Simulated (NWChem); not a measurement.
System meant: C2H4Cl2Si; SMILES ClC(Cl)=C[SiH3]

NWChem input:

```
start job
memory heap 200 mb stack 900 mb global 1100 mb
geometry units angstroms noautoz
  Si     0.401266    -2.313437     0.000000
  C      0.977998    -0.527984     0.000000
  C      0.150284     0.520908     0.000000
  Cl    -1.569535     0.345956     0.000000
  Cl     0.678975     2.161884     0.000000
  H     -0.414851    -2.607430    -1.215474
  H     -0.414851    -2.607430     1.215474
  H      1.614543    -3.183039     0.000000
  H      2.047398    -0.294417     0.000000
end
basis spherical
  * library def2-svp
end
dft
  xc b3lyp
  iterations 4
  mulliken
end
task dft energy
```

End of the output:

```
    Atom       Charge   Shell Charges
 -----------   ------   -------------------------------------------------------
    1 Si  14    13.55   2.00  1.93  0.66  0.34  5.82  1.31  1.21  0.28
    2 C    6     6.27   1.97  0.64  0.35  1.93  1.33  0.06
    3 C    6     6.24   1.97  0.68  0.34  1.83  1.29  0.14
    4 Cl  17    16.85   2.00  1.96  1.04  0.76  5.82  2.27  2.95  0.05
    5 Cl  17    16.86   2.00  1.96  1.04  0.76  5.82  2.27  2.96  0.05
    6 H    1     1.09   0.65  0.42  0.02
    7 H    1     1.09   0.65  0.42  0.02
    8 H    1     1.10   0.65  0.43  0.02
    9 H    1     0.96   0.62  0.26  0.07

 center of mass
 --------------
 x =  -0.05361652 y =   0.16790257 z =   0.00000000

 moments of inertia (a.u.)
 ------------------
        1247.620597930229           0.000000000000           0.000000000000
           0.000000000000         459.153767709999           0.000000000000
           0.000000000000           0.000000000000        1685.505999078134

     Multipole analysis of the density
     ---------------------------------

     L   x y z        total         alpha         beta         nuclear
     -   - - -        -----         -----         ----         -------
     0   0 0 0     -0.000000    -32.000000    -32.000000     64.000000

     1   1 0 0      0.199861      0.099930      0.099930      0.000000
     1   0 1 0     -0.085710     -0.042855     -0.042855      0.000000
     1   0 0 1     -0.000000     -0.000000     -0.000000      0.000000

     2   2 0 0    -36.848653   -134.361454   -134.361454    231.874254
     2   1 1 0      0.068294      4.240376      4.240376     -8.412458
     2   1 0 1     -0.000000     -0.000000     -0.000000      0.000000
     2   0 2 0    -38.222393   -346.849994   -346.849994    655.477596
     2   0 1 1     -0.000000     -0.000000     -0.000000      0.000000
     2   0 0 2    -38.922612    -24.737115    -24.737115     10.551617

 ------------------------------------------------------------------------
 dft energy failed                                                                                  0
 ------------------------------------------------------------------------
 ------------------------------------------------------------------------
  current input line :
    22: task dft energy
 ------------------------------------------------------------------------
 ------------------------------------------------------------------------
 This type of error is most commonly associated with calculations not reaching convergence criteria
 ------------------------------------------------------------------------
 For more information see the NWChem manual at https://nwchemgit.github.io

0:dft energy failed:Received an Error in Communication
```

**Question.** Find the fault in this run and fix the input.

**Answer.** The run did not converge; its last values are not results. Cause: the SCF was allowed too few iterations. This input runs:
```
start job
memory heap 200 mb stack 900 mb global 1100 mb
geometry units angstroms noautoz
  Si     0.401266    -2.313437     0.000000
  C      0.977998    -0.527984     0.000000
  C      0.150284     0.520908     0.000000
  Cl    -1.569535     0.345956     0.000000
  Cl     0.678975     2.161884     0.000000
  H     -0.414851    -2.607430    -1.215474
  H     -0.414851    -2.607430     1.215474
  H      1.614543    -3.183039     0.000000
  H      2.047398    -0.294417     0.000000
end
basis spherical
  Si library def2-svp
  C library def2-svp
  Cl library def2-svp
  H library def2-svp
end
dft
  xc b3lyp
  iterations 150
  mulliken
end
task dft energy
```
It converges to -1288.08670 Ha (B3LYP/def2-SVP).
